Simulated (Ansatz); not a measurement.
Ga9P9. Total charge 0; singlet. Geometry PBE-D4/def2-SVP.

```xyz
18

Ga   -3.2706    2.9472   -1.0031
Ga   -1.8159   -0.1890   -2.6869
Ga    3.3511   -0.9835    1.0157
Ga    0.1235    0.4969    1.8804
Ga    1.1986   -0.5282   -1.5366
Ga   -0.1405    1.8672   -1.0398
Ga   -1.3967   -1.4220    0.4192
Ga    1.0401    3.1847    1.8407
Ga    2.4225   -2.6603   -0.8928
P     1.4379   -2.7615    1.6500
P    -0.3526   -1.7491    2.4944
P     0.6841   -4.0577   -0.0675
P     0.3651    0.9675   -3.1358
P    -0.3669   -2.5115   -1.3782
P    -1.0290    3.6313    0.3122
P     1.8311    1.0133    0.3243
P    -1.7666    2.0599    1.7938
P    -2.3150    0.6951    0.0101
```

Single mean-field runs in def2-SVP, def2-TZVP are fitted with def2-universal-jkfit. Another isomer (singlet) lies 0.03 eV lower at PBE0-D4/def2-TZVP; other spin states weren't run for this one.

(1) Estimate the orbital energies around the gap (eV) in Ansatz with PBE-D4/def2-SVP, PBE-D4/def2-TZVP, r2SCANh-D4/def2-SVP, PBE0-D4/def2-SVP, PBE0-D4/def2-TZVP.

Answers

(1) 
| orbital | PBE-D4/def2-SVP | PBE-D4/def2-TZVP | r2SCANh-D4/def2-SVP | PBE0-D4/def2-SVP | PBE0-D4/def2-TZVP |
| --- | --- | --- | --- | --- | --- |
| HOMO−9 | -6.54 | -6.46 | -7.16 | -7.46 | -7.35 |
| HOMO−8 | -6.49 | -6.42 | -7.15 | -7.43 | -7.32 |
| HOMO−7 | -6.25 | -6.20 | -6.87 | -7.15 | -7.07 |
| HOMO−6 | -6.13 | -6.05 | -6.74 | -7.00 | -6.89 |
| HOMO−5 | -5.92 | -5.84 | -6.46 | -6.72 | -6.62 |
| HOMO−4 | -5.77 | -5.71 | -6.34 | -6.60 | -6.51 |
| HOMO−3 | -5.59 | -5.54 | -6.14 | -6.40 | -6.32 |
| HOMO−2 | -5.29 | -5.23 | -5.82 | -6.07 | -5.98 |
| HOMO−1 | -5.02 | -4.98 | -5.52 | -5.77 | -5.69 |
| HOMO | -4.92 | -4.87 | -5.39 | -5.62 | -5.54 |
| LUMO | -3.75 | -3.72 | -3.64 | -3.29 | -3.22 |
| LUMO+1 | -3.42 | -3.40 | -3.24 | -2.89 | -2.83 |
| LUMO+2 | -3.36 | -3.33 | -3.13 | -2.80 | -2.76 |
| LUMO+3 | -3.15 | -3.12 | -2.96 | -2.59 | -2.53 |
| LUMO+4 | -2.79 | -2.77 | -2.58 | -2.23 | -2.19 |
| LUMO+5 | -2.67 | -2.66 | -2.40 | -2.05 | -2.03 |
